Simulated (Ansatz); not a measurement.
Geometry optimisation, Ansatz, DFT PBE, scalar-relativistic, plane waves, PAW.

The input (input.yaml):

```yaml
crystal:
  lattice:
    - [5.543717, 0.0, 0.0]
    - [2.771859, 4.801, 0.0]
    - [0.0, 0.0, 15.526426]
  atoms:
    - { symbol: Pt, position: [0.1666667, 0.1666667, 0.0644063] }
    - { symbol: Pt, position: [0.6666667, 0.1666667, 0.0644063] }
    - { symbol: Pt, position: [0.1666667, 0.6666667, 0.0644063] }
    - { symbol: Pt, position: [0.6666667, 0.6666667, 0.0644063] }
    - { symbol: Pt, position: [-0.1666667, 0.3333333, 0.2101716] }
    - { symbol: Pt, position: [0.3333333, 0.3333333, 0.2101716] }
    - { symbol: Pt, position: [-0.1666667, 0.8333333, 0.2101716] }
    - { symbol: Pt, position: [0.3333333, 0.8333333, 0.2101716] }
    - { symbol: Pt, position: [0.0, 0.0, 0.3559368] }
    - { symbol: Pt, position: [0.5, 0.0, 0.3559368] }
    - { symbol: Pt, position: [0.0, 0.5, 0.3559368] }
    - { symbol: Pt, position: [0.5, 0.5, 0.3559368] }
    - { symbol: Li, position: [0.1611011, 0.6652271, 0.4982748] }
basis:
  ecutwfc: 420.0
kpoints:
  mp_grid: { grid: [4, 4, 1] }
hamiltonian:
  xc: pbe
scf:
  occupations: { method: gaussian, width: 0.15 }
  lower_state_search: "off"
relax:
  f_tol: 0.03
  max_steps: 60
  adjacent_minimum: "off"
  constraints: [{ sites: [0, 1, 2, 3] }]
output:
  write_density: true
  write_potential: true
  elf: true
  volumetric_format: npy
```

Run as:

```bash
$ ansatz run input.yaml --threads 4 --pin off --max-ram 10240MiB --backend cpu --events-out ev --progress --plain --runs-dir out
```

Problem. Where does it end, and by what steps?

Solution. The run converged. Limits of this set-up: coarse k mesh, thin slab, slab without dipole correction. After 3 steps the energy has fallen by 0.305 eV; Pt10 moved furthest, 0.25 Å.

| step | energy less start (eV) | largest force component (eV/Å) | accepted |
| --- | --- | --- | --- |
| 0 | 0.0000 | 0.774 | yes |
| 1 | -0.2802 | 0.393 | yes |
| 2 | -0.3040 | 0.051 | yes |
| 3 | -0.3052 | 0.011 | yes |

```xyz
13
Lattice="5.5437 0.0000 0.0000 2.7719 4.8010 0.0000 0.0000 0.0000 15.5264" Properties=species:S:1:pos:R:3
Pt 1.386 0.800 1.000
Pt 4.158 0.800 1.000
Pt 2.772 3.201 1.000
Pt 5.544 3.201 1.000
Pt -0.001 1.600 3.335
Pt 2.771 1.596 3.368
Pt 1.382 4.003 3.368
Pt 4.160 4.003 3.368
Pt -0.001 0.014 5.717
Pt 2.771 0.000 5.780
Pt 1.372 2.393 5.716
Pt 4.169 2.393 5.718
Li 2.765 3.199 7.723
```

Whether the end is a true minimum wasn't checked by a vibrational analysis.

Time of the run: 62 s on 4 threads of Arm Neoverse V1 (shared host), peak memory 1.6 GiB.
